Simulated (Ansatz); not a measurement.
`[NH2][Ge][NH2]` + `CNBCl` → `[NH2][Ge][Cl]` + `CNBN`  (redistribution)

Isolated molecules relaxed with PBE0-D4/def2-TZVP in Ansatz; ΔE leaves out vibrations. CCSD(T)/CBS is the MP2 limit (def2-TZVPP, def2-QZVPP) plus CCSD(T) − MP2 in def2-TZVPP, frozen cores. Functionals use def2-TZVPP. HSE06 is defined as in plane-wave codes. For Ge outer-core shells are correlated without core-valence functions, which leaves a few kJ/mol of doubt a bond. Scalar relativity is left out up to krypton. One conformer a species, not always the lowest.

| level | ΔE (kJ/mol) | difference from CCSD(T)/CBS |
| --- | --- | --- |
| PBE-D4 | -75.0 | -7.6 |
| r2SCAN-D4 | -72.6 | -5.2 |
| PBE0-D4 | -75.1 | -7.7 |
| HSE06-D4 | -75.3 | -7.9 |
| B2PLYP | -72.8 | -5.4 |
| revPBE | -75.0 | -7.6 |
| r2SCANh | -73.3 | -5.9 |
| r2SCAN0 | -74.1 | -6.7 |
| HSE06 | -75.7 | -8.3 |
| RPA@PBE/def2-TZVPP | -63.3 | 4.1 |
| MP2/def2-SVP | -62.0 | 5.4 |
| CCSD(T)/def2-SVP | -65.0 | 2.4 |
| MP2/def2-TZVPP | -62.8 | 4.6 |
| CCSD/def2-TZVPP | -66.2 | 1.2 |
| HF/def2-QZVPP | -77.8 | -10.4 |
| MP2/def2-QZVPP | -64.3 | 3.1 |
| CCSD(T)/CBS | -67.4 | 0 |

Largest T1 diagnostic among the species: 0.013.

In def2-TZVPP, CCSD(T) changes the Hartree–Fock value by +12.9 kJ/mol (the triples alone add +1.5 kJ/mol) and MP2 by +14.9 kJ/mol. Leaving LDA and LC-ωPBE aside and taking each functional with its dispersion term where it has one, the values, not all of them listed here, spread over 9.5 kJ/mol, from BHLYP-D4 to PBE-QIDH.
